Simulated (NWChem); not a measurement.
## Total energies of Pb

```xyz
1

Pb     0.0000     0.0000     0.0000
```
Charge 0, spin multiplicity 3.

Everything below was run with NWChem.

Basis set: def2-TZVP (50 functions).

```tsv
method	total energy (Ha)
UHF	-191.83552
UMP2	-192.18706
UB2PLYP	-192.61012
UPBE	-192.86486
UB3LYP	-192.90595
UTPSS	-192.77710
```

Total energies of different functionals aren't comparable as a measure of quality: only differences taken within one method are. 

Effective core potentials replace the inner electrons of Pb; spin-orbit coupling is left out. The correlated methods keep 4 core orbitals frozen. B3LYP has NWChem's definition, with VWN1-RPA local correlation. No SCF solution was tested for a lower state. Open-shell Hartree-Fock references start from PBE0 orbitals.
